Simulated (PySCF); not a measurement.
NICS in isomers of C8H9N.

NICS = −σ at a ghost point: NICS(0) at the centroid of the ring atoms, NICS(1) 1 Å to either side along the normal of their mean plane, zz for the tensor component along that normal. Level: GIAO PBE0/pcSseg-1 (PySCF, non-relativistic, gas phase) on the GFN2-xTB geometries, one conformer each. Atom numbers follow the mapped SMILES.

Problem. Order these rings by mean NICS(1)zz, lowest (most negative) first (ppm).
A. ring C2–C3–C4–C8 in `[CH2:1]=[C:2]1[CH2:3][C@@:4]([CH3:5])([C:6]#[N:7])[C:8]1=[CH2:9]`
B. ring C1–C2–C3–C7–C8–N9 in `[cH:1]1[cH:2][c:3]([CH:4]2[CH2:5][CH2:6]2)[cH:7][cH:8][n:9]1`
C. ring C3–C4–C5–C6–C7–C8 in `[CH2:1]=[CH:2][c:3]1[cH:4][cH:5][cH:6][cH:7][c:8]1[NH2:9]`
D. ring N5–C6–C7–C8–C9 in `[CH2:1]=[C:2]1[CH2:3][C@@H:4]1[n:5]1[cH:6][cH:7][cH:8][cH:9]1`

Solution. D (-28.9), B (-27.0), C (-23.9), A (1.8).

```
                SMILES                                               ring  NICS(0)  NICS(1)  NICS(1)zz  HOMA  rms pucker (Å)  ring atoms with four or more neighbours
   C=C1C[C@@H]1n1cccc1  5-membered ring with N; formal bonds all aromatic    -13.9    -11.0      -28.9  0.91            0.00                                        0
       c1cc(C2CC2)ccn1  6-membered ring with N; formal bonds all aromatic     -7.1    -10.9      -27.0  0.99            0.00                                        0
          C=Cc1ccccc1N   6-membered carbocycle; formal bonds all aromatic     -7.9     -9.9      -23.9  0.98            0.00                                        0
C=C1C[C@@](C)(C#N)C1=C     4-membered carbocycle; formal bonds all single      3.0     -1.5        1.8     –            0.00                                        2
```

NICS(0) gives another order. The isotropic NICS(1) gives the same order. HOMA uses Krygowski's 1993 parameters; it is left out where a ring has a four-coordinate atom, a triple bond, no multiple bond or a kind of bond without parameters. NICS(1) and NICS(1)zz are means over the two faces.
